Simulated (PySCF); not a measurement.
**TDDFT excited states: C2HF3O2**

Compound: C2HF3O2.
SMILES: `O=C(O)C(F)(F)F`

Theory: TDDFT wB97X-D/def2-SVPD, vertical, gas phase, core orbitals frozen in the response in PySCF. Geometry: GFN2-xTB, one conformer, isolated molecule. Torsions of this conformer, `[O:1]=[C:2]([OH:3])[C:4]([F:5])([F:6])[F:7]`: O1–C2–C4–F5 0°, H–O3–C2–O1 0°.

List the vertical singlet excitations with oscillator strengths and describe the spectrum.

| state | E (eV) | E (kJ/mol) | λ (nm) | f | \|μ\| (D) | main configurations (H = HOMO, L = LUMO) |
| --- | --- | --- | --- | --- | --- | --- |
| S1 | 5.75 | 555 | 215.6 | 0.0006 | 0.16 | H→L (98%) |
| S2 | 8.31 | 802 | 149.2 | 0.059 | 1.36 | H→L+1 (51%), H-1→L (44%) |
| S3 | 8.88 | 857 | 139.6 | 0.176 | 2.29 | H-1→L (48%), H→L+1 (42%) |
| S4 | 8.89 | 858 | 139.5 | 0.0029 | 0.30 | H-2→L (93%) |
| S5 | 9.25 | 892 | 134.1 | 0.0022 | 0.25 | H-1→L+1 (94%) |
| S6 | 9.90 | 955 | 125.2 | 0.0062 | 0.41 | H→L+2 (65%), H→L+3 (21%) |
| S7 | 10.13 | 977 | 122.4 | 0.0034 | 0.30 | H-3→L (99%) |
| S8 | 10.56 | 1019 | 117.4 | 0.0015 | 0.20 | H-5→L (81%), H-6→L (12%) |

Triplets, Tamm–Dancoff:

```json
{"state": "T1", "E (eV)": "5.22", "λ (nm)": "237.3", "main configurations (H = HOMO, L = LUMO)": "H→L (98%)"}
{"state": "T2", "E (eV)": "6.10", "λ (nm)": "203.4", "main configurations (H = HOMO, L = LUMO)": "H-1→L (94%)"}
{"state": "T3", "E (eV)": "8.25", "λ (nm)": "150.2", "main configurations (H = HOMO, L = LUMO)": "H-2→L (92%)"}
```

The lowest singlet lies at 5.75 eV (216 nm, ultraviolet) and is very weak; its leading configuration is HOMO→LUMO (98%). The most intense listed level is S3 at 8.88 eV (140 nm, f = 0.176), 3.13 eV above S1. S3/S4 lie within about 0.01 eV of each other. S1 has the pattern of n→π* at C=O. The listed states span 4.81 eV, and the widest gap between neighbours is 2.56 eV (S1 to S2). Orbital energies (eV): HOMO-3 -14.37, HOMO-2 -13.94, HOMO-1 -12.57, HOMO -11.35, LUMO 0.60, LUMO+1 1.58, LUMO+2 2.82. Of the 8 states listed, 2 reach f = 0.01 and none stays under 0.0005. No computed singlet lies in the visible range (380 to 750 nm); the lowest, at 216 nm, stands 2.49 eV above its violet end (3.26 eV). Only the lowest 8 singlets were computed, as vertical energies without vibronic structure.
